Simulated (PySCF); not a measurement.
C3H8O2Si. Atoms are numbered in the order given.

```xyz
14

C      3.2673     0.7753     0.5048
C      1.8427     1.0848     0.1581
C      0.8205     0.2584     0.3971
O     -0.4707     0.5747     0.0894
Si    -1.7718    -0.4771     0.0819
O     -1.7583    -1.4992    -1.2259
H      3.6851     1.5198     1.2052
H      3.3652    -0.2168     0.9734
H      3.9145     0.7891    -0.3899
H      1.6184     2.0465    -0.3167
H      0.9733    -0.7222     0.8711
H     -1.7008    -1.3693     1.2643
H     -2.9532     0.4191     0.0787
H     -1.8488    -1.1022    -2.1006
```
Charge 0, spin multiplicity 1.

Geometry: B3LYP-D3(BJ)/def2-SVP. The structure was generated by enumeration; whether it is a known compound was not checked. The values are those of a single conformer.

The numbers are results of TDDFT-LC-ωPBE/def2-SVPD in PySCF, not measurements.

Vertical excitations. 

```tsv
state	energy (eV)	λ (nm)	f	main pairs
S1	6.92	179	0.498	HOMO→LUMO+4 58 %, HOMO→LUMO 17 %, HOMO→LUMO+2 14 %
S2	7.15	173	0.043	HOMO→LUMO 30 %, HOMO→LUMO+4 23 %, HOMO→LUMO+2 20 %, HOMO→LUMO+1 15 %
S3	7.51	165	0.003	HOMO→LUMO+5 31 %, HOMO→LUMO+1 29 %, HOMO→LUMO+3 21 %
S4	7.70	161	0.004	HOMO→LUMO+1 22 %, HOMO→LUMO 21 %, HOMO→LUMO+5 19 %, HOMO→LUMO+2 16 %
S5	7.83	158	0.007	HOMO→LUMO+3 43 %, HOMO→LUMO+5 34 %, HOMO→LUMO 9 %
S6	8.41	147	0.008	HOMO−1→LUMO 35 %, HOMO−2→LUMO 31 %, HOMO−1→LUMO+1 7 %
S7	8.50	146	0.004	HOMO−1→LUMO+4 35 %, HOMO−2→LUMO+4 16 %, HOMO−2→LUMO 16 %, HOMO−3→LUMO+4 9 %
S8	8.63	144	0.004	HOMO→LUMO+2 30 %, HOMO→LUMO+3 18 %, HOMO→LUMO+1 16 %, HOMO→LUMO 11 %
S9	8.83	140	0.003	HOMO→LUMO+6 29 %, HOMO−1→LUMO 9 %, HOMO→LUMO+3 7 %, HOMO−2→LUMO 6 %
S10	8.88	140	0.036	HOMO→LUMO+6 20 %, HOMO−1→LUMO 13 %, HOMO−2→LUMO 11 %, HOMO→LUMO+9 7 %
T1	4.00	310	0	HOMO→LUMO+4 73 %
T2	6.97	178	0	HOMO→LUMO 42 %, HOMO→LUMO+2 31 %
T3	7.32	169	0	HOMO→LUMO+1 38 %, HOMO→LUMO+5 26 %, HOMO→LUMO+3 19 %
T4	7.47	166	0	HOMO→LUMO 27 %, HOMO→LUMO+1 17 %, HOMO→LUMO+2 15 %, HOMO→LUMO+3 13 %
```
Triplets are in the Tamm–Dancoff approximation, which puts them higher than full response would, so one can lie above its singlet here.
Roots above 8.6 eV, the ΔSCF ionisation energy, lie in the ionisation continuum and depend on the basis.
